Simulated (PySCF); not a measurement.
# Electric field gradients and quadrupole coupling constants

(MeSi)4NH6 adamantane, C4H18N6Si4.
Cartesian coordinates in Å at the PBE0-D3(BJ)/def2-SVP level; atoms count from 1:
```xyz
32
C4H18N6Si4 angstrom
Si     1.1311   -0.2018   -1.4213
C      2.2408   -0.4581   -2.8938
N      1.3544    1.3452   -0.6372
Si     0.3288    1.6371    0.7570
C      0.6590    3.2839    1.5590
N     -1.3153    1.5105    0.1651
Si    -1.6949   -0.0398   -0.5748
C     -3.4777   -0.1278   -1.1061
N     -0.5678   -0.2296   -1.9017
N     -1.3232   -1.3215    0.5877
Si     0.3256   -1.2972    1.1930
C      0.6233   -2.6473    2.4407
N      1.4011   -1.4241   -0.1882
N      0.6182    0.3024    1.8593
H      3.2966   -0.3992   -2.5901
H      2.0713   -1.4437   -3.3561
H      2.0520    0.3072   -3.6622
H      1.3053    2.1028   -1.3189
H      0.4318    4.1095    0.8672
H      0.0355    3.4070    2.4582
H      1.7146    3.3677    1.8592
H     -2.0342    1.8444    0.8040
H     -3.7018   -1.1048   -1.5609
H     -3.6948    0.6608   -1.8420
H     -4.1574    0.0061   -0.2495
H     -0.8222   -1.0110   -2.5047
H     -2.0261   -1.4435    1.3157
H      1.6765   -2.6601    2.7611
H     -0.0038   -2.4978    3.3334
H      0.3815   -3.6334    2.0147
H      1.5110   -2.3642   -0.5635
H      1.5162    0.3722    2.3372
```

Field gradients from the PBE0/pcSseg-1 density (PySCF, non-relativistic), principal values in atomic units, ordered |Vxx| ≤ |Vyy| ≤ |Vzz|:

```tsv
atom	Vxx	Vyy	Vzz
N3	0.1313	0.5504	-0.6818
N6	0.1230	0.5790	-0.7021
N9	0.1271	0.5732	-0.7003
N10	0.1089	0.5671	-0.6760
N13	0.1223	0.5786	-0.7010
N14	0.1131	0.5486	-0.6617
```

Find the asymmetry η = (Vxx − Vyy)/Vzz and the couplings χ = eQV/h (234.96 MHz × Q in barn × V in au), with Q(14N) = 0.02044 b.

| atom | environment | nucleus | η | χzz (MHz) | χxx (MHz) | χyy (MHz) |
| --- | --- | --- | --- | --- | --- | --- |
| N3 | nitrogen bonded to 2 Si and H | 14N | 0.61 | -3.274 | 0.631 | 2.644 |
| N6 | nitrogen bonded to 2 Si and H | 14N | 0.65 | -3.372 | 0.591 | 2.781 |
| N9 | nitrogen bonded to 2 Si and H | 14N | 0.64 | -3.363 | 0.611 | 2.753 |
| N10 | nitrogen bonded to 2 Si and H | 14N | 0.68 | -3.247 | 0.523 | 2.724 |
| N13 | nitrogen bonded to 2 Si and H | 14N | 0.65 | -3.366 | 0.587 | 2.779 |
| N14 | nitrogen bonded to 2 Si and H | 14N | 0.66 | -3.178 | 0.543 | 2.635 |

The tensor is traceless: Vxx + Vyy + Vzz = 0.

What is Vzz at N10 in SI units (1 au = 9.71736 × 10²¹ V/m²)?

-0.6760 au = -6.569 × 10²¹ V/m².

And the gradient at the other heavy atoms, for which no coupling is worked out here?

```json
{"atom": "Si1", "environment": "silicon bonded to C and 3 N", "Vzz (au)": "-0.299", "η": "0.37"}
{"atom": "C2", "environment": "carbon bonded to Si and 3 H", "Vzz (au)": "-0.100", "η": "0.27"}
{"atom": "Si4", "environment": "silicon bonded to C and 3 N", "Vzz (au)": "-0.310", "η": "0.15"}
{"atom": "C5", "environment": "carbon bonded to Si and 3 H", "Vzz (au)": "-0.102", "η": "0.03"}
{"atom": "Si7", "environment": "silicon bonded to C and 3 N", "Vzz (au)": "-0.282", "η": "0.40"}
{"atom": "C8", "environment": "carbon bonded to Si and 3 H", "Vzz (au)": "-0.101", "η": "0.26"}
{"atom": "Si11", "environment": "silicon bonded to C and 3 N", "Vzz (au)": "-0.291", "η": "0.13"}
{"atom": "C12", "environment": "carbon bonded to Si and 3 H", "Vzz (au)": "-0.103", "η": "0.02"}
```

Were the hydrogens deuterons (Q(2H) = 0.00286 b), χzz would run from 201 kHz (H16, H25, H20, H29 and 8 more) to 275 kHz (H22 and H31).

The structure is a single PBE0-D3(BJ)/def2-SVP conformer in the gas phase; no vibrational or solvent corrections. The small basis limits the accuracy of the gradients.

The run behind these numbers computed NMR shieldings as well. Hardware: 2 threads, Intel Xeon 6975P-C (x86_64), shared host with 192 logical CPUs at a one-minute load of 124. Cost: 2.2 min wall, 4.7 min CPU (grids of density and orbitals included), 2.9 GiB resident at most.
